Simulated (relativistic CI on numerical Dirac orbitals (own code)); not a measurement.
**Transition arrays of Tm XXXII**

These numbers are calculated, not measured: Dirac-Coulomb-Breit CI, orbitals from a KLI potential per configuration, model QED (radiative potential, 1s self-energy scaled to tabulated hydrogen-like ionisation energies), valence Slater integrals scaled by 0.9, whole transition arrays (own radial code, finite nucleus).

Configuration list (outside the closed core [Ar] 3d10 4s2): 4p6 4d2, 4p6 4d 4f, 4p5 4d3, 4p6 4d 5p, 4p6 4d 5f. Levels of other configurations are missing.

All E1 lines from the levels of 4p6 4d2; mean and standard deviation are weighted by gf, and upper levels are sorted by their leading configuration.

```tsv
Upper configuration	Lines	Σgf	Mean (eV)	Mean (nm)	σ (eV)	Strongest line (nm)
4p6 4d 4f	58	30.8	187.18	6.624	10.81	6.204
4p5 4d3	489	173.0	208.86	5.936	19.81	5.638
4p6 4d 5p	60	8.8	424.87	2.918	7.38	2.885
4p6 4d 5f	81	29.6	575.99	2.153	5.97	2.163
```

Σgf per state of the lower configuration in bins of 0.2 nm over the central range (centre: value): 2.1: 0.65, 2.9: 0.19, 5.3: 0.02, 5.5: 1.02, 5.7: 1.25, 5.9: 0.55, 6.1: 0.30, 6.3: 0.23, 6.5: 0.10, 6.7: 0.19, 6.9: 0.18, 7.1: 0.22, 7.3: 0.21, 7.5: 0.08, 7.7: 0.09.

Task: How do configuration mixing and the scaling of the Slater integrals move the arrays?

Result: Slater scale 0.9, no configuration mixing: 4p6 4d 4f 182.7 ± 6.9 eV (Σgf 43.9), 4p5 4d3 199.4 ± 24.8 eV (Σgf 149.1), 4p6 4d 5p 425.0 ± 7.4 eV (Σgf 9.6), 4p6 4d 5f 576.0 ± 6.0 eV (Σgf 29.1); Slater scale 1: 4p6 4d 4f 187.9 ± 12.5 eV (Σgf 25.6), 4p5 4d3 212.0 ± 19.3 eV (Σgf 181.6), 4p6 4d 5p 424.9 ± 7.5 eV (Σgf 8.7), 4p6 4d 5f 576.0 ± 6.1 eV (Σgf 29.6); Slater scale 0.8: 4p6 4d 4f 184.4 ± 9.1 eV (Σgf 46.3), 4p5 4d3 207.5 ± 19.7 eV (Σgf 154.0), 4p6 4d 5p 424.9 ± 7.3 eV (Σgf 8.9), 4p6 4d 5f 576.0 ± 5.9 eV (Σgf 29.5). With mixing, levels are counted to their leading configuration, so an array can shrink or vanish into another, and the sums then hold other lines.
